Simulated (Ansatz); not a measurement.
C2H8InNOSi, SMILES `C=C(N)[SiH](O)[InH2]`. The species carries charge 0 and has multiplicity 1. In takes the def2 core potential.

```xyz
14

C     0.7635    1.9176    0.1962
C     0.2242    0.7094    0.3342
N    -1.1937    0.5188    0.4307
Si    1.0206   -0.9506   -0.1238
O     1.1345   -1.9651    1.1892
In   -1.1773   -1.2723   -1.4185
H     0.1730    2.8316    0.2298
H     1.8251    2.0274    0.0141
H    -1.4495   -0.0601    1.2231
H    -1.7244    1.3826    0.4648
H     2.3895   -0.6551   -0.6410
H     1.8396   -1.7792    1.8125
H    -1.4216   -0.3508   -2.8596
H    -2.4035   -2.3540   -0.8517
```

Problem. What are the harmonic wavenumbers in cm⁻¹ at PBE0-D4/def2-TZVP (Ansatz, finite differences of forces, unscaled)? (Best estimate.)

Solution. Computed: 79, 111, 141, 147, 260, 276, 280, 310, 358, 421, 469, 510, 549, 584, 626, 691, 722, 800, 836, 905, 915, 924, 974, 1112, 1252, 1433, 1634, 1691, 1781, 1793, 2179, 3127, 3237, 3502, 3591, 3895.

Problem. Is this a minimum?

Solution. Yes, all 36 modes are real.

Problem. Give the ideal-gas thermochemistry at 298.15 K and 1 bar (rigid rotor, harmonic oscillator; point group C1, symmetry number 1).

Solution. Zero-point energy 251.9 kJ/mol; H(298) − E = 279.7 kJ/mol; entropy 403.5 J/(mol·K), of which translation 175.2, rotation 122.8, vibration 105.5; G(298) − E = 159.4 kJ/mol. Modes under 100 cm⁻¹ are hindered rotations or soft bends, so the harmonic entropy is rough.

Problem. And at 400, 500, 600, 800 and 1000 K?

Solution. 
| T (K) | H − E (kJ/mol) | S (J/mol/K) | G − E (kJ/mol) |
| --- | --- | --- | --- |
| 400 | 296.8 | 452.8 | 115.7 |
| 500 | 316.2 | 495.9 | 68.2 |
| 600 | 337.5 | 534.7 | 16.7 |
| 800 | 384.4 | 602.0 | -97.2 |
| 1000 | 435.6 | 659.0 | -223.5 |

Problem. Rotational constants (cm⁻¹)?

Solution. 0.07422, 0.03822, 0.02937.
